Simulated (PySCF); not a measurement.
This PySCF input asks for the NMR shieldings of SMILES C#CBPBNC, C3H8B2NP; the geometry comes from GFN2-xTB.

```python
import basis_set_exchange as bse
import numpy as np
from pyscf import gto, dft
from pyscf.prop import nmr

atoms = """
C     2.476977   -1.231972    0.427052
C     2.253233   -0.054057    0.288263
B     1.948830    1.413085    0.124240
P     0.515913    1.916536   -0.894358
B    -1.023126    0.926894   -0.478180
N    -0.924719   -0.442895   -0.352043
C    -1.984207   -1.381942   -0.069282
H     2.689228   -2.254979    0.553722
H     2.687402    2.213131    0.561006
H     0.231480    3.217429   -0.532724
H    -2.063398    1.456717   -0.376776
H    -0.019530   -0.891680   -0.425084
H    -2.062883   -2.129921   -0.863162
H    -2.928893   -0.847267    0.002984
H    -1.800721   -1.901091    0.875706
"""
names = dict.fromkeys(["C", "B", "P", "N", "H"], "pcSseg-1")
basis = {el: gto.basis.parse(bse.get_basis(n, elements=[el], fmt="nwchem")) for el, n in names.items()}
mol = gto.M(atom=atoms, basis=basis, charge=0, verbose=0)
mf = dft.RKS(mol, xc="PBE0")
mf.grids.level = 2
mf.grids.alignment = dft.numint.BLKSIZE   # the property module wants whole blocks of grid points
mf.conv_tol = 1e-9
mf.kernel()

calc = nmr.RKS(mf)   # GIAO
C = mf.mo_coeff
Co = C[:, mf.mo_occ > 0]
resp = mf.gen_response(singlet=True, hermi=2)
def vind(x):   # induced exchange potential for any number of trial vectors
    d = np.einsum("pi,xij,qj->xpq", C, 2 * x.reshape(-1, C.shape[1], Co.shape[1]), Co, optimize=True)
    return np.einsum("xpq,pi,qj->xij", resp(d - d.transpose(0, 2, 1)), C, Co, optimize=True).ravel()
mo1, _ = nmr.rhf.solve_mo1(calc, with_cphf=vind)
sigma = calc.kernel(mo1)
for i, s in enumerate(sigma):   # ppm
    print("%2d %-2s %9.2f" % (i, mol.atom_pure_symbol(i), np.trace(s) / 3))
```

**Question.** What does it print?

**Answer.** 
```
 0 C      53.61
 1 C      87.11
 2 B      37.66
 3 P     396.78
 4 B      64.99
 5 N     132.99
 6 C     147.21
 7 H      26.90
 8 H      24.41
 9 H      28.00
10 H      26.48
11 H      25.68
12 H      28.47
13 H      28.53
14 H      28.48
```

These numbers come from an equivalent density-fitted implementation of the same equations, which agrees with the script to about 0.01 ppm for H and up to a few tenths of a ppm for heavy atoms, so last digits may differ.

Size and cost of the density-fitted run: 166 basis functions, 20 s wall time on 1 thread of an AMD EPYC 9R45 96-Core, shared host; peak memory 0.76 GiB.
